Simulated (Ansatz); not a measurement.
One change: `[F][AlH][CH2][SiH3]` becomes `[AlH2][CH2][SiH3]`.

Ansatz, PBE0-D4/def2-TZVP geometries, multiplicity 1. Each molecule was computed in one conformer, which needn't be the lowest.

```tsv
property	`[F][AlH][CH2][SiH3]`
LUMO energy (PBE/def2-TZVPP) / eV	-1.82
size of the dipole moment (B3LYP/def2-TZVPP) / D	1.79
ideal-gas entropy at 298 K and 1 bar (rigid rotor, harmonic PBE0-D4/def2-TZVP) / J/(mol·K)	353
HOMO energy (B3LYP/def2-TZVPP) / eV	-8.09
HOMO energy (PBE0/def2-TZVPP) / eV	-8.29
HOMO–LUMO gap (B3LYP/def2-TZVPP) / eV	6.81
```

**Question.** What does the change do to each property? (Estimate.)

**Answer.** Computed: 
```tsv
property	`[AlH2][CH2][SiH3]`	shift
LUMO energy (PBE/def2-TZVPP) / eV	-2.26	-0.44
size of the dipole moment (B3LYP/def2-TZVPP) / D	1.04	-0.75
ideal-gas entropy at 298 K and 1 bar (rigid rotor, harmonic PBE0-D4/def2-TZVP) / J/(mol·K)	330	-23
HOMO energy (B3LYP/def2-TZVPP) / eV	-7.87	0.22
HOMO energy (PBE0/def2-TZVPP) / eV	-8.08	0.21
HOMO–LUMO gap (B3LYP/def2-TZVPP) / eV	6.17	-0.64
```

With PBE0 the HOMO rises by 0.21 eV and the LUMO falls by 0.44 eV, so the gap narrows by about 0.65 eV. PBE moves the HOMO by 0.17 eV and ωB97M-V by 0.21 eV. Dipoles are sizes alone; their direction can turn. Modes under 60 cm⁻¹, often nearly free rotors, make the harmonic entropy too high.

B3LYP here is the variant with VWN-RPA as its local correlation; programs differ in this.
